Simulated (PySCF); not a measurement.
Predicted microwave data (PBE0/pcSseg-1 in PySCF (dipole) on a GFN2-xTB geometry, gas phase) for one isomer of C8H9Cl:

```
Rotational constants : A = 6546, B = 328.7, C = 314.2 MHz
Dipole components    : |μa| = 2.71 D, |μb| = 1.59 D, |μc| = 0.00 D
Inertial defect      : -6.34 u·Å²
κ                    : -1.00
```

Task: Which structure is it? (One computed conformer of each.)
A. `[CH:1]#[C:2][C@:3]1([CH2:4][Cl:5])[CH:6]=[CH:7][CH2:8][CH2:9]1` with C2–C3–C4–Cl5 60°, C2–C3–C6–C7 -131°, C6–C7–C8–C9 11°, C7–C8–C9–C3 -17°, C2–C3–C9–C8 137°
B. `[CH:1]#[C:2][C:3]([Cl:4])=[C:5]1[CH2:6][CH2:7][CH2:8][CH2:9]1` with C3–C5–C6–C7 171°, C5–C6–C7–C8 30°, C6–C7–C8–C9 -39°, C7–C8–C9–C5 33°
C. `[CH3:1]/[CH:2]=[CH:3]\[CH:4]=[CH:5]\[C:6]#[C:7][CH2:8][Cl:9]` with C2–C3–C4–C5 180°
D. `[CH2:1]=[CH:2]/[CH:3]=[C:4]1\[CH2:5][CH2:6]\[C:7]1=[CH:8]\[Cl:9]` with C1–C2–C3–C4 180°

Result: C. It is C/C=C\C=C\C#CCCl, a near-prolate asymmetric top, point group Cs. The candidates at the same level (rigid rotor, commonest isotopes):

| SMILES | A (MHz) | B (MHz) | C (MHz) | μa (D) | μb (D) | μc (D) | Δ (u·Å²) | point group | rotor |
| --- | --- | --- | --- | --- | --- | --- | --- | --- | --- |
| C#CC(Cl)=C1CCCC1 | 2172 | 994.8 | 699.5 | 2.13 | 1.09 | 0.05 | -18.25 | C1 | asymmetric top |
| C=C/C=C1\CC\C1=C\Cl | 1697 | 949.4 | 613.5 | 0.49 | 1.82 | 0.00 | -6.34 | Cs | asymmetric top |
| C/C=C\C=C\C#CCCl | 6546 | 328.7 | 314.2 | 2.71 | 1.59 | 0.00 | -6.34 | Cs | near-prolate asymmetric top |
| C#C[C@]1(CCl)C=CCC1 | 2015 | 1105 | 881.4 | 2.21 | 0.27 | 0.68 | -134.87 | C1 | asymmetric top |

`C#C[C@]1(CCl)C=CCC1` has B 236 % too high; `C#CC(Cl)=C1CCCC1` has B 203 % too high; `C=C/C=C1\CC\C1=C\Cl` has B 189 % too high. In the right answer the mirror of this Cs structure is the ab plane, so μc vanishes by symmetry. No structure here is proved a minimum.
